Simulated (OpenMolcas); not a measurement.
Exact exchange and the vertical energy of the triplet above the singlet of CH3AlF2O

The species is CH3AlF2O (8 atoms), meant as a singlet with charge 0. SMILES: `C[O][Al]([F])[F]`. Geometry: relaxed at PBE0-D4/def2-TZVP.

The vertical energy of the triplet above the singlet y, in eV, basis 6-31G(d); a is the functional's share of exact exchange. Programs: OpenMolcas 26.06.

```
functional     program     a  y (eV)
    r2SCAN  OpenMolcas     0    6.26
      TPSS  OpenMolcas     0    6.05
     B3LYP  OpenMolcas   0.2       ?
      PBE0  OpenMolcas  0.25    6.31
     BHLYP  OpenMolcas   0.5    6.49
```

Problem. Fit y = c + s·a to the known rows and predict B3LYP.

Solution. 
1. Means of the 4 rows: a = 0.1875, y = 6.277.
2. Σ(Δa)² = 0.17188, Σ(Δa·Δy) = 0.11438, so the slope is 0.11438/0.17188 = 0.66546.
3. Intercept: 6.277 − (0.66546) × 0.1875 = 6.152. The largest residual of the fit is 0.11.
4. B3LYP: 6.152 + (0.66546) × 0.2 = 6.29 eV.

The run gave 6.28 eV, so the prediction is off by +0.01 eV, within the largest residual. The rows mix families of semi-local functionals, which the line can't see.
